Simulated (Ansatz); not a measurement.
Two isomers of CH7N3Si: A = `NC1(N)N[SiH2]1`, B = `N=C(N)[SiH2]N`.

Computed with Ansatz on PBE0-D4/def2-TZVP structures; ΔE is electronic, products minus reactants. CBS: MP2 limit from def2 TZ/QZ plus the TZ coupled-cluster correction, frozen cores. DFT in def2-TZVPP. B3LYP here is the variant with VWN-RPA as its local correlation; programs differ in this. One conformer a species, not always the lowest.

(1) Which isomer does CCSD(T)/CBS put lower? Give the gap. (Best estimate.)

(2) Give E(B) − E(A) in kJ/mol with B3LYP, PBE-D4, r2SCAN-D4, B3LYP-D4, MP2/def2-TZVPP, HF/def2-TZVPP, PBE0-D4. (Estimate.)

Largest T1 diagnostic: 0.013.

## Answers

(1) The calculation gave: B, by 165.8 kJ/mol.

(2) The calculation gave: B3LYP -181.3, PBE-D4 -160.3, r2SCAN-D4 -168.7, B3LYP-D4 -179.2, MP2/def2-TZVPP -162.7, HF/def2-TZVPP -196.3, PBE0-D4 -158.7. None reverses the order clearly.

In def2-TZVPP, CCSD(T) changes the Hartree–Fock value by +30.7 kJ/mol (the triples alone add +1.6 kJ/mol) and MP2 by +33.5 kJ/mol.
